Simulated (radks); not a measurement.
Values are calculated unless marked as measured or tabulated.
Fractional charge and spin in the 5s shell of xenon: the spin-up occupation runs from 0 to 1 and the spin-down occupation from 0 to 1; the fullest corner is Xe2+, [Kr] 4d10 5p(up 2, down 2) 5s(up 1, down 1). Code: a radial shooting solver on a logarithmic mesh with Libxc functionals. Model: scalar-relativistic Kohn-Sham, BLYP, spin-polarised, spherical densities, point nucleus. Energy (eV) above the fullest corner. The planes named below are the two flat planes that join the four corners, with an edge along up + down = one added electron.

down \ up        0    0.25     0.5    0.75       1
0          101.884  86.478  71.819  57.902  44.719
0.25        86.478  71.878  58.017  44.887  32.483
0.5         71.819  58.017  44.944  32.592  20.956
0.75        57.902  44.887  32.592  21.010  10.131
1           44.719  32.483  20.956  10.131   0.000

Corners above the fullest one (they belong to Xe3+ and the next ion): (up 1, down 0) 44.719 eV, (up 0, down 1) 44.719 eV, (up 0, down 0) 101.88 eV. With half an added electron in each spin the energy lies 0.224 eV from the planes, and with half an added electron in spin up alone -1.482 eV. The planes are only a guide here: the flat-plane condition holds for ground states with one frontier orbital, while this shell lies below other occupied shells, so the corners above the fullest one are inner-hole states and not the ground states of those ions.
